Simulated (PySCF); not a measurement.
neopentane (C5H12), singlet, geometry from GFN2-xTB; DF-B3LYP/6-311++G** (PySCF).

The PySCF input:
```python
from pyscf import gto, scf, dft
import numpy

mol = gto.M(
    atom='''
C    -0.34215524   -0.44093178    1.42464201
C     0.00000000   -0.00000000    0.00000000
C     0.14029710    1.52302017   -0.04268716
C    -1.11651382   -0.43618167   -0.95091448
C     1.31837196   -0.64590671   -0.43104038
H    -1.27791688    0.00855262    1.74994028
H    -0.44624317   -1.52262297    1.47577845
H     0.44101505   -0.13950486    2.11695060
H     0.38391316    1.85675159   -1.04905668
H    -0.78835260    2.00145569    0.26098084
H     0.93057933    1.85339821    0.62799115
H    -2.06369048    0.01337275   -0.66063489
H    -1.23201677   -1.51780284   -0.93479673
H    -0.89142473   -0.13133135   -1.97067241
H     1.23876228   -1.73061949   -0.40725903
H     2.12602050   -0.34750138    0.23391312
H     1.57935432   -0.34414799   -1.44313471
''',
    basis='6-311++g**',
    verbose=4,
)
print('smallest overlap eigenvalue', numpy.linalg.eigvalsh(mol.intor('int1e_ovlp'))[0])

mf = dft.RKS(mol)
mf.xc = 'b3lyp'
mf = mf.density_fit(auxbasis='def2-universal-jkfit')
mf = scf.addons.remove_linear_dep_(mf, threshold=1e-6, lindep=1e-6)
mf.kernel()
```

**Question.** What does PySCF print? Leave out banner, timings and long lists.

**Answer.** 
```
PySCF version 2.14.0

[INPUT] verbose = 4
[INPUT] num. atoms = 17
[INPUT] num. electrons = 42
[INPUT] charge = 0
[INPUT] spin (= nelec alpha-beta = 2S) = 0
[INPUT] symmetry False subgroup None
[INPUT] Mole.unit = angstrom
[INPUT] Symbol           X                Y                Z      unit          X                Y                Z       unit  Magmom
[...]
nuclear repulsion = 199.270938619044
number of shells = 110
number of NR pGTOs = 283
number of NR cGTOs = 194
basis = 6-311++g**
ecp = {}
input.py:32: DeprecationWarning: remove_linear_dep_ is deprecated and will be removed in a future release. Linear dependency handling is now built into the SCF procedure by default. Linear dependency removal can be controlled using the following settings:
  pyscf.scf.hf.remove_overlap_zero_eigenvalue = True
  pyscf.scf.hf.overlap_zero_eigenvalue_threshold = 1e-6

  mf = scf.addons.remove_linear_dep_(mf, threshold=1e-6, lindep=1e-6)
smallest overlap eigenvalue 3.1048660221972536e-05

******** <class 'pyscf.df.df_jk.DFRKS'> ********
method = DFRKS
initial guess = minao
damping factor = 0
level_shift factor = 0
DIIS = <class 'pyscf.scf.diis.CDIIS'>
diis_start_cycle = 1
diis_space = 8
diis_damp = 0
SCF conv_tol = 1e-09
SCF conv_tol_grad = None
SCF max_cycles = 50
direct_scf = False
XC library pyscf.dft.libxc version 7.1.2
    S. Lehtola, C. Steigemann, M. J. T. Oliveira, and M. A. L. Marques,  SoftwareX 7, 1–5 (2018)
XC functionals = b3lyp
    P. J. Stephens, F. J. Devlin, C. F. Chabalowski, and M. J. Frisch,  J. Phys. Chem. 98, 11623 (1994)
radial grids:
    Treutler-Ahlrichs [JCP 102, 346 (1995); DOI:10.1063/1.469408] (M4) radial grids

becke partition: Becke, JCP 88, 2547 (1988); DOI:10.1063/1.454033
pruning grids: <function nwchem_prune>
grids dens level: 3
symmetrized grids: False
atomic radii adjust function: <function treutler_atomic_radii_adjust>
small_rho_cutoff = 0
Set gradient conv threshold to 3.16228e-05
Initial guess from minao.
tot grids = 188288
******** <class 'pyscf.df.df.DF'> ********
auxbasis = def2-universal-jkfit
init E= -197.954287598688
[...]
cycle= 1 E= -197.755219090671  delta_E= 0.199  |g|= 0.528  |ddm|= 3.36
[...]
cycle= 2 E= -197.712079203187  delta_E= 0.0431  |g|= 0.665  |ddm|= 1.13
[...]
cycle= 3 E= -197.830207471708  delta_E= -0.118  |g|= 0.0529  |ddm|= 0.957
[...]
cycle= 4 E= -197.830650232349  delta_E= -0.000443  |g|= 0.0312  |ddm|= 0.127
[...]
cycle= 5 E= -197.830868901353  delta_E= -0.000219  |g|= 0.00185  |ddm|= 0.036
[...]
cycle= 6 E= -197.830869613692  delta_E= -7.12e-07  |g|= 0.000104  |ddm|= 0.00522
[...]
cycle= 7 E= -197.830869616273  delta_E= -2.58e-09  |g|= 8.79e-06  |ddm|= 0.00019
[...]
cycle= 8 E= -197.830869616295  delta_E= -2.25e-11  |g|= 4.23e-07  |ddm|= 1.45e-05
[...]
Extra cycle  E= -197.830869616294  delta_E= 1.08e-12  |g|= 4.35e-07  |ddm|= 2.04e-06
converged SCF energy = -197.830869616294
```
